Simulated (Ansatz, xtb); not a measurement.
## Two isomers of C6H3FS

Structure X is `C#Cc1ccsc1F`, a singlet and structure Y is `C#Cc1cc(F)cs1`, a singlet. Both are isolated molecules in the gas phase, relaxed with B3LYP/def2-SVP.

Energies in hartree; the thermal terms are from GFN2-xTB frequencies at re-optimised GFN2-xTB minima (ideal gas, soft modes damped towards free rotors, one conformer each, 298.15 K, 1 atm) and include the zero-point energy:

|  | X | Y |
| --- | --- | --- |
| E, CCSD(T)/def2-SVP | −726.599033 | −726.604656 |
| E, MP2/def2-SVP | −726.517260 | −726.524099 |
| E, MP2/def2-TZVPP | −727.301658 | −727.309031 |
| zero-point energy | 0.065785 | 0.065643 |
| H(298 K) − E | 0.074086 | 0.073913 |
| G(298 K) − E | 0.033805 | 0.033692 |

Correct the CCSD(T) difference for the basis set by the MP2 change, then work out ΔE, ΔE₀, ΔH and ΔG for X → Y in kJ/mol (1 Eh = 2625.50 kJ/mol) and the equilibrium ratio [Y]/[X].

1. Differences Y − X: CCSD(T) −0.005623, MP2 in the small set −0.006839, MP2 in the large set −0.007373 Eh.
2. ΔE = −0.005623 + (−0.007373 − (−0.006839)) = −0.006157 Eh = −16.17 kJ/mol.
3. ΔE₀ = ΔE + ΔZPE = −0.006157 + (−0.000142) Eh = −16.54 kJ/mol.
4. ΔH = ΔE + (−0.000173) Eh = −16.62 kJ/mol.
5. ΔG = ΔE + (−0.000113) Eh = −16.46 kJ/mol, so ΔS = (ΔH − ΔG)/T = −0.5 J/(mol K).
6. kT = 0.9442 mEh, so K = [Y]/[X] = exp(−ΔG/kT) = exp(+6.64) ≈ 770.

Structure Y is favoured at this temperature. An error of 4 kJ/mol in ΔG would change K by a factor of 5. HF/STO-3G gave ΔE the other sign. Mirror images and further conformers aren't counted.

As drawn, both hold the same kinds of bond in the same numbers.

Other levels gave ΔE = −15.2 (GFN2-xTB); +2.7 (HF/STO-3G, GFN2-xTB geometries); −19.4 (r2SCAN-D4/def2-SVP, GFN2-xTB geometries); −18.0 (B3LYP/def2-SVP); −15.6 (HF/def2-SVP); −18.0 (MP2/def2-SVP); −14.8 (CCSD(T)/def2-SVP) kJ/mol. The correlated steps freeze 12 core orbitals. Programs: Ansatz 0.2.0, xtb 6.7.1.
